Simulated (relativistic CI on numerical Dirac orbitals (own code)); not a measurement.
Hyperfine structure of W54+, mass number 183

Method of calculation: Dirac-Coulomb-Breit CI, KLI orbitals optimised for each configuration, model QED, unscaled Slater integrals (own radial code, finite nucleus).

Configuration list (outside the closed core [Ne]): 3s2 3p6 3d2, 3s2 3p5 3d3, 3s 3p6 3d3, 3s2 3p6 3d 4s, 3s2 3p6 3d 4p, 3s2 3p6 3d 4d, 3s2 3p5 3d2 4s, 3s2 3p6 3d 4f, 3s2 3p5 3d2 4p, 3s2 3p5 3d2 4d, 3p6 3d4, 3p5 3d5, 3p5 3d4 4s, 3p6 3d3 4s, 3p5 3d3 4s2. Double excitations out of closed p, d and f shells are left out; levels of such configurations are missing from the list, as are those of other unlisted configurations, and high levels can miss mixing partners. These lack a partner that the ground configuration has and come out too high: 3s2 3p5 3d2 4p, 3s2 3p5 3d2 4d.

Nuclear spin I = 1/2, μ = 0.11739 μN (tables of Stone and Pyykkö). The electronic factors are computed for point nuclear moments, without core polarisation or the Bohr-Weisskopf and QED corrections.

```csv
Level,E (eV),A (MHz)
3s2 3p6 3d2 3F_2,0.000,25650
3s2 3p6 3d2 3F_3,72.169,14560
3s2 3p6 3d2 1G_4,86.243,15570
3s2 3p6 3d2 3P_1,87.865,-1367
3s2 3p6 3d2 3F_4,152.802,10310
```

Levels with J = 0, under 50 % of one LS term, or S terms without an open s electron are left out. Small factors come from cancelling terms and can be off by tens of per cent or more.

At this charge energies of transitions that change n are usually good to better than 1 %, and those within a shell (Δn = 0) to a few per cent.

Give the hyperfine levels of 3s2 3p6 3d2 3F_2 relative to its centre of gravity.

With K = F(F + 1) − I(I + 1) − J(J + 1), E = AK/2: F = 3/2: -38480, F = 5/2: 25650 MHz.

LS names give the leading component of a level, which can be under half, so a name can repeat, a term be missing and a line seem to break the LS rules.
